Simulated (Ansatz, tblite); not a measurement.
Removing and adding an electron: Ge(CF3)2H2 (C2H2F6Ge). Charge 0, multiplicity 1. Geometry: r2SCAN-D4/def2-SVP. Ansatz, gas phase; energy differences of separate SCF runs; the oxidised species was run as a doublet alone; the reduced species was run as a doublet alone.

```xyz
11

Ge   -0.428    0.694   -0.325
C    -0.335   -1.131   -1.115
F    -1.140   -1.235   -2.191
F    -0.718   -2.068   -0.230
F     0.913   -1.434   -1.513
C     0.646    0.627    1.350
F     1.914    0.251    1.106
F     0.127   -0.244    2.233
F     0.689    1.834    1.948
H    -1.878    1.016    0.026
H     0.209    1.691   -1.290
```

The xTB rows come from tblite.

(1) Estimate orbital energies and vertical ionisation energies and electron affinities at: GFN1-xTB; GFN2-xTB; PBE-D4/def2-SVP; PBE-D4/def2-TZVP; B97M-V/def2-TZVP; PBE0-D4/def2-SVP; PBE0-D4/def2-TZVP.

Results:

(1) 
```csv
level,−HOMO (eV),vertical IE (eV),−LUMO (eV),vertical EA (eV),HOMO–LUMO gap (eV),IE − EA (eV),remarks
GFN1-xTB,13.34,16.21,7.35,3.44,5.99,12.78,–
GFN2-xTB,13.06,16.02,5.30,1.70,7.76,14.32,–
PBE-D4/def2-SVP,7.76,–,0.52,-2.09,7.24,–,HOMO above zero (-1 doublet)
PBE-D4/def2-TZVP,8.03,11.01,0.75,–,7.28,–,–
B97M-V/def2-TZVP,8.51,11.42,0.60,–,7.91,–,–
PBE0-D4/def2-SVP,9.49,–,-0.20,-2.00,9.70,–,HOMO above zero (-1 doublet)
PBE0-D4/def2-TZVP,9.61,11.68,-0.06,–,9.67,–,–
```

   A HOMO above zero means that the electron is unbound at that level or that self-interaction error raises the level; the energy of removing that electron tells which. Raw xTB energy differences between charge states are shifted by several eV; the methods need an empirical correction for them. Sets without diffuse functions give affinities that are too small. A negative affinity means that the extra electron isn't bound; its size then hangs on the basis.
